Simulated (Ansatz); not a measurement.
A nudged elastic band was laid between two geometries of H2O + H3InO2 (9 atoms, charge 0, multiplicity 1).

The calculation used RKS CAM-B3LYP-D4/def2-SVP in Ansatz.

```yaml
movable_images: 7
climbing_image: yes
spring: 5.0 eV/Å²
optimiser: quadratic models (default)
start_path: through a guess of the saddle point
force_threshold: 0.05 eV/Å
iteration_limit: 60
end_points: relaxed
```

Initial state:

```xyz
9
Properties=species:S:1:pos:R:3
In 0.967 1.146 1.190
O -0.422 1.130 -0.517
O -0.952 -0.479 1.396
O 0.919 -0.988 -0.512
H -0.510 -1.234 0.970
H 0.366 -0.246 -0.896
H -0.694 1.876 -1.063
H -1.231 0.056 0.611
H 1.557 -1.261 -1.179
```

Final state:

```xyz
9
Properties=species:S:1:pos:R:3
In 1.169 0.732 1.324
O -0.458 1.084 -0.836
O -0.564 -0.592 1.026
O 1.389 -0.896 -0.587
H -0.877 0.421 -0.211
H 1.005 -0.322 -1.272
H -1.101 1.782 -1.007
H -1.142 -0.974 1.695
H 0.578 -1.235 -0.132
```

(1) Which bonds break or form, and what moves?

(2) Give the energies along the band, and the barrier.

(3) What is the geometry of the highest image?

## Answers

(1) Bonds broken: O3–H5. Bonds formed: O2–H5.  The two ends are copies of one structure, up to a mirror image or an exchange of like atoms.

(2) The forces met the threshold. The highest image is number 3 of 0 to 8, 28.7 kJ/mol above the ends, which have the same energy within 2 meV. The profile has 2 maxima (images 3, 7) with wells between them (image 6): this band takes more than one step, which may be the mechanism or a detour left from its start path. A vibrational analysis at the climbing image gives one clearly imaginary mode, 375i cm⁻¹: a first-order saddle point. The orbitals stay closed-shell, which can raise the energy where a bond breaks towards radicals; this wasn't checked here.

```json
{"image": "0", "path coordinate (Å)": "0.00", "energy (kJ/mol)": "0.0", "O3–H5 (Å)": "0.97", "O2–H5 (Å)": "2.79"}
{"image": "1", "path coordinate (Å)": "0.51", "energy (kJ/mol)": "8.0", "O3–H5 (Å)": "0.98", "O2–H5 (Å)": "2.62"}
{"image": "2", "path coordinate (Å)": "1.02", "energy (kJ/mol)": "21.7", "O3–H5 (Å)": "0.97", "O2–H5 (Å)": "2.42"}
{"image": "3", "path coordinate (Å)": "1.53", "energy (kJ/mol)": "28.7", "O3–H5 (Å)": "0.97", "O2–H5 (Å)": "2.14"}
{"image": "4", "path coordinate (Å)": "2.44", "energy (kJ/mol)": "17.1", "O3–H5 (Å)": "1.00", "O2–H5 (Å)": "1.64"}
{"image": "5", "path coordinate (Å)": "3.35", "energy (kJ/mol)": "5.3", "O3–H5 (Å)": "1.00", "O2–H5 (Å)": "1.62"}
{"image": "6", "path coordinate (Å)": "4.26", "energy (kJ/mol)": "1.1", "O3–H5 (Å)": "1.01", "O2–H5 (Å)": "1.57"}
{"image": "7", "path coordinate (Å)": "5.17", "energy (kJ/mol)": "11.3", "O3–H5 (Å)": "1.46", "O2–H5 (Å)": "1.05"}
{"image": "8", "path coordinate (Å)": "6.08", "energy (kJ/mol)": "0.0", "O3–H5 (Å)": "1.63", "O2–H5 (Å)": "1.00"}
```

(3) 
```xyz
9
Properties=species:S:1:pos:R:3:forces:R:3
In 0.997 0.951 1.157 -0.01 0.00 -0.01
O -0.321 1.037 -0.577 0.00 0.00 -0.01
O -1.008 -0.658 1.403 0.01 -0.01 0.02
O 1.115 -0.968 -0.597 0.01 0.00 -0.01
H -0.953 -0.744 0.435 0.00 0.02 0.00
H 0.548 -0.236 -0.995 0.00 0.00 0.01
H -0.469 1.817 -1.123 0.00 0.00 0.01
H -1.741 -0.035 1.507 0.00 0.00 -0.01
H 1.832 -1.164 -1.210 0.00 0.00 0.01
```

The run took 7.3 min on 2 threads of Arm Neoverse V1, on a shared host, peak memory 0.24 GiB.
